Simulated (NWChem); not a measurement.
System: tin monoxide (SnO, singlet); SMILES [O]=[Sn]

The following NWChem deck was run.

```
start job
memory heap 200 mb stack 900 mb global 1100 mb
geometry units angstroms noautoz
  Sn     0.000000     0.000000     0.255810
  O      0.000000     0.000000    -1.561946
end
basis spherical
  * library def2-tzvp
end
ecp
  Sn library def2-ecp
end
dft
  xc xpbe96 cpbe96
  iterations 150
  mulliken
end
task dft gradient
```

NWChem printed, in part:

```
             Northwest Computational Chemistry Package (NWChem) 7.3.0
             --------------------------------------------------------

 ORDER OF PRIMARY AXIS IS BEING SET TO 4
 C4V symmetry detected

                             Geometry "geometry" -> ""
                             -------------------------

 Output coordinates in angstroms (scale by  1.889725989 to convert to a.u.)

  No.       Tag          Charge          X              Y              Z
 ---- ---------------- ---------- -------------- -------------- --------------
    1 Sn                  50.0000     0.00000000     0.00000000     0.25072497
    2 O                    8.0000     0.00000000     0.00000000    -1.56703103

 Effective nuclear repulsion energy (a.u.)     116.4462664955

      Symmetry information
      --------------------

 Group name             C4v
 Group number             18
 Group order               8
 No. of unique centers     2

 Summary of "ao basis" -> "ao basis" (spherical)
 ------------------------------------------------------------------------------
       Tag                 Description            Shells   Functions and Types
 ---------------- ------------------------------  ------  ---------------------
 Sn                        def2-tzvp                16       50   6s5p3d2f
 O                         def2-tzvp                11       31   5s3p2d1f

      Symmetry analysis of basis
      --------------------------

        a1         27
        a2          0
        b1          8
        b2          8
        e          38

            General Information
            -------------------
          SCF calculation type: DFT
          Wavefunction type:  closed shell.
          No. of atoms     :     2
          No. of electrons :    30
           Alpha electrons :    15
            Beta electrons :    15
          Charge           :     0
          Spin multiplicity:     1
          Use of symmetry is: on ; symmetry adaption is: on
          Maximum number of iterations: 150
          AO basis - number of functions:    81
                     number of shells:    27
          Convergence on energy requested:  1.00D-06
          Convergence on density requested:  1.00D-05
          Convergence on gradient requested:  5.00D-04

              XC Information
              --------------
          PerdewBurkeErnzerhof Exchange Functional  1.000
            Perdew 1991 LDA Correlation Functional  1.000 local
           PerdewBurkeErnz. Correlation Functional  1.000 non-local

             Grid Information
             ----------------
          Grid used for XC integration:  medium
          Radial quadrature: Mura-Knowles
          Angular quadrature: Lebedev.
          Tag              B.-S. Rad. Rad. Pts. Rad. Cut. Ang. Pts.
          ---              ---------- --------- --------- ---------
          Sn                  1.45      123           8.0       590
          O                   0.60       49           8.0       434
          Grid pruning is: on
          Number of quadrature shells:   172
          Spatial weights used:  Erf1

      Superposition of Atomic Density Guess
      -------------------------------------

 Sum of atomic energies:        -323.89641094

      Non-variational initial energy
      ------------------------------

 Total energy =    -287.955762
 1-e energy   =    -581.212721
 2-e energy   =     242.020601
 HOMO         =      -0.340343
 LUMO         =      -0.047542

      Symmetry analysis of molecular orbitals - initial
      -------------------------------------------------

 !! scf_movecs_sym_adapt:   16 vectors were symmetry contaminated

  Symmetry fudging

 !! scf_movecs_sym_adapt:   14 vectors were symmetry contaminated

  Numbering of irreducible representations:

     1 a1          2 a2          3 b1          4 b2          5 e

  Orbital symmetries:

     1 a1          2 a1          3 a1          4 e           5 e
     6 a1          7 e           8 e           9 b2         10 b1
    11 a1         12 a1         13 e          14 e          15 a1
    16 e          17 e          18 a1         19 e          20 e
    21 a1         22 a1         23 b2         24 b1         25 e

     ---------------------------------------------
      Total Density - Mulliken Population Analysis
     ---------------------------------------------

    Atom       Charge   Shell Charges
 -----------   ------   -------------------------------------------------------
    1 Sn  22    20.60   0.29 -0.77  1.54  0.95  1.04  0.96 -0.39  6.35  0.28  0.22  0.06  8.95  1.04  0.06  0.03  0.01
    2 O    8     9.40   0.79  1.18  0.63  1.02  0.28  2.13  2.30  1.06  0.00  0.01  0.00

   convergence    iter        energy       DeltaE   RMS-Dens  Diis-err
 ---------------- ----- ----------------- --------- --------- ---------
 d= 0,ls=0.0,diis     1   -289.2204835581 -3.40D+02  5.39D-02  1.77D+00
 d= 0,ls=0.0,diis     2   -282.8145393212  6.41D+00  4.64D-02  2.55D+01
 d= 0,ls=0.0,diis     3   -289.4776499093 -6.66D+00  4.02D-03  8.70D-02
 d= 0,ls=0.0,diis     4   -289.4734568068  4.19D-03  1.44D-03  1.24D-01
 d= 0,ls=0.0,diis     5   -289.4839057908 -1.04D-02  3.53D-04  1.11D-02
  Resetting Diis
 d= 0,ls=0.0,diis     6   -289.4846590527 -7.53D-04  3.04D-04  4.38D-03
 d= 0,ls=0.0,diis     7   -289.4849857483 -3.27D-04  1.18D-03  1.20D-03
 d= 0,ls=0.0,diis     8   -289.4797805689  5.21D-03  1.01D-03  4.93D-02
 d= 0,ls=0.0,diis     9   -289.4851164228 -5.34D-03  7.55D-05  3.72D-05
 d= 0,ls=0.0,diis    10   -289.4851189089 -2.49D-06  6.97D-06  2.32D-06
 d= 0,ls=0.0,diis    11   -289.4851191524 -2.43D-07  1.64D-06  9.07D-08

         Total DFT energy =     -289.485119152421
      One electron energy =     -582.608806569625
           Coulomb energy =      268.411933079687
    Exchange-Corr. energy =      -26.524602920523
 Nuclear repulsion energy =       51.236357258041

 Numeric. integr. density =       29.999996031144

                  Occupations of the irreducible representations
                  ----------------------------------------------

                     irrep           alpha         beta
                     --------     --------     --------
                     a1                7.0          7.0
                     a2                0.0          0.0
                     b1                1.0          1.0
                     b2                1.0          1.0
                     e                 6.0          6.0

                       DFT Final Molecular Orbital Analysis
                       ------------------------------------

 Vector   13  Occ=2.000000D+00  E=-2.443035D-01  Symmetry=e
              MO Center=  1.4D-15, -1.5D-14, -1.2D+00, r^2= 1.4D+00
   Bfn.  Coefficient  Atom+Function         Bfn.  Coefficient  Atom+Function
  ----- ------------  ---------------      ----- ------------  ---------------
    56      0.415342  2 O  px                59      0.342833  2 O  px
    62      0.246645  2 O  px                16      0.191273  1 Sn px
    10     -0.175067  1 Sn px                13      0.165784  1 Sn px
    25     -0.089893  1 Sn d  1              19      0.082063  1 Sn px
    35      0.036438  1 Sn d  1              57     -0.035335  2 O  py

 Vector   14  Occ=2.000000D+00  E=-2.443035D-01  Symmetry=e
              MO Center=  8.5D-16,  3.0D-14, -1.2D+00, r^2= 1.4D+00
   Bfn.  Coefficient  Atom+Function         Bfn.  Coefficient  Atom+Function
  ----- ------------  ---------------      ----- ------------  ---------------
    57      0.415342  2 O  py                60      0.342833  2 O  py
    63      0.246645  2 O  py                17      0.191273  1 Sn py
    11     -0.175067  1 Sn py                14      0.165784  1 Sn py
    23      0.089893  1 Sn d -1              20      0.082063  1 Sn py
    33     -0.036438  1 Sn d -1              56      0.035335  2 O  px

 Vector   15  Occ=2.000000D+00  E=-2.350844D-01  Symmetry=a1
              MO Center=  2.2D-14, -4.5D-14, -6.2D-01, r^2= 2.8D+00
   Bfn.  Coefficient  Atom+Function         Bfn.  Coefficient  Atom+Function
  ----- ------------  ---------------      ----- ------------  ---------------
     6      0.392694  1 Sn s                 58     -0.384909  2 O  pz
    61     -0.308370  2 O  pz                12     -0.268494  1 Sn pz
    15      0.256691  1 Sn pz                64     -0.241612  2 O  pz
    18      0.191273  1 Sn pz                 2      0.147668  1 Sn s
     5      0.148114  1 Sn s                  3     -0.122653  1 Sn s

 Vector   16  Occ=0.000000D+00  E=-1.077460D-01  Symmetry=e
              MO Center=  2.0D-14, -1.3D-14,  1.5D-01, r^2= 3.6D+00
   Bfn.  Coefficient  Atom+Function         Bfn.  Coefficient  Atom+Function
  ----- ------------  ---------------      ----- ------------  ---------------
    16      0.476599  1 Sn px                19      0.321336  1 Sn px
    10     -0.307204  1 Sn px                13      0.290831  1 Sn px
    56     -0.226004  2 O  px                62     -0.194991  2 O  px
    59     -0.177714  2 O  px                17     -0.130686  1 Sn py
    35     -0.092197  1 Sn d  1              20     -0.088112  1 Sn py

[...]

                         DFT ENERGY GRADIENTS

    atom               coordinates                        gradient
                 x          y          z           x          y          z
   1 Sn      0.000000   0.000000   0.473801    0.000000   0.000000  -0.021406
   2 O       0.000000   0.000000  -2.961259    0.000000   0.000000   0.021406
```

Level: PBE/def2-TZVP with def2 effective core potentials on Sn. Low-valent species are run as closed-shell singlets; no triplet was tried in these runs. Structure relaxed at the PBE0-D3(BJ)/def2-TZVP level. def2 effective core potentials on Sn; no spin-orbit coupling.
